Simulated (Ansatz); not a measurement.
This geometry of ClGaH2 + H4Si (9 atoms, charge 0, multiplicity 1) is a first-order saddle point.

Method: Ansatz, RKS r2SCAN/def2-SVP.

```xyz
9
Properties=species:S:1:pos:R:3
Ga -1.117 -0.319 -0.683
Cl 0.335 0.843 -2.366
H -1.111 -1.811 -1.112
H -2.288 0.668 -0.430
H 0.554 0.538 -0.885
Si 0.719 0.033 1.028
H 1.950 -0.800 0.888
H 1.088 1.417 1.449
H -0.129 -0.568 2.113
```

(1) Which two structures does it join? (They come from a converged band through this point; their orientation in space is the band's.)

(2) How far does it lie above each of them?

## Answers

(1) Bonds broken: H5–Si6. Bonds formed: Ga1–Si6, Cl2–H5. ClGaH2 + H4Si becomes ClGaH6Si.

Image 0:

```xyz
9
Properties=species:S:1:pos:R:3
Ga -1.189 -0.171 -1.269
Cl -0.398 0.698 -3.093
H -1.035 -1.714 -1.153
H -2.047 0.792 -0.398
H 0.603 0.240 -0.247
Si 0.940 0.076 1.217
H 2.192 -0.725 1.285
H 1.124 1.439 1.783
H -0.190 -0.634 1.875
```

Image 8:

```xyz
9
Properties=species:S:1:pos:R:3
Ga -1.141 -0.533 -0.450
Cl 0.442 0.776 -2.306
H -1.225 -1.850 -1.293
H -2.324 0.495 -0.524
H 0.800 1.702 -1.478
Si 0.561 -0.227 1.226
H 1.780 -1.070 1.000
H 1.030 1.204 1.207
H 0.078 -0.496 2.619
```

(2) 1.43 eV above the first and 0.39 eV above the second. This is the barrier of this one path; another mechanism may lie lower. The orbitals stay closed-shell, which can raise the energy where a bond breaks towards radicals; this wasn't checked here.

Run time: 3 min on 2 threads of Arm Neoverse V2, with other jobs on the host, peak memory 0.18 GiB.
